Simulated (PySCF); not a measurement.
Relaxation of doublet ReO₃

Method: PySCF, UPBE, basis Re def2-SVP with ECP60, O def2-SVP (scalar-relativistic core potentials, no spin–orbit coupling, density fitting). A (50,194) grid was used.

A start displaced from a saddle point along its imaginary mode, of C3v symmetry, held to at least that symmetry:

```xyz
4
charge 0 multiplicity 2, angstrom
Re    0.0000    0.0000   -0.0308
O     1.7291    0.0000    0.1200
O    -0.8646    1.4974    0.1200
O    -0.8645   -1.4974    0.1200
```

(1) What does it relax to?

(2) How much energy is released, and in how many steps?

Results:

(1) It ends at C3v with Re–O 1.720 Å (×3); O–Re–O 113.4° (×3) (after a last refinement on a finer grid). A frequency run shows a minimum. Other isomers or separated fragments may lie lower.

(2) 16.2 kJ/mol in 6 steps.

With open d or f shells other occupations or spin states may lie lower. No spin–orbit coupling is included, which matters more the heavier the element.

The relaxation took about 30 core-seconds on a shared host.
